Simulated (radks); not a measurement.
The numbers below are computed, except where a source is named.
Q: Te+, 51 electrons, occupied as [Kr] 4d8 5s2 5p5 (not the ground configuration). Level of theory: Dirac Kohn-Sham, PBE, spin-unpolarised, spherical densities, finite nucleus; open shells fill j = l - 1/2 first; Fermi nuclear charge, rms radius 4.7423 fm (a radial shooting solver on a logarithmic mesh with Libxc functionals). Some entries of the table are withheld. Estimate them.

orbital  occ.  eigenvalue (eV)  <r> (bohr)
1s1/2       2        -31631.67     0.02781
2s1/2       2        -4873.360      0.1194
2p1/2       2        -4567.771         (1)
2p3/2       4        -4293.317         (2)
3s1/2       2        -991.5765      0.3217
3p1/2       2        -865.9804      0.3121
3p3/2       4        -814.7724      0.3235
3d3/2       4        -593.3809      0.2944
3d5/2       6        -582.6654      0.2980
4s1/2       2        -188.4909      0.7571
4p1/2       2        -144.8669      0.7902
4p3/2       4        -134.8192      0.8170
4d3/2       4         -64.5037         (3)
4d5/2       4         -62.9041         (4)
5s1/2       2         -27.6631       1.902
5p1/2       2         -17.3314         (5)
5p3/2       3         -16.1306         (6)

A: 
(1) 2p1/2 <r> (bohr): 0.1008
(2) 2p3/2 <r> (bohr): 0.1064
(3) 4d3/2 <r> (bohr): 0.9253
(4) 4d5/2 <r> (bohr): 0.9356
(5) 5p1/2 <r> (bohr): 2.207
(6) 5p3/2 <r> (bohr): 2.294
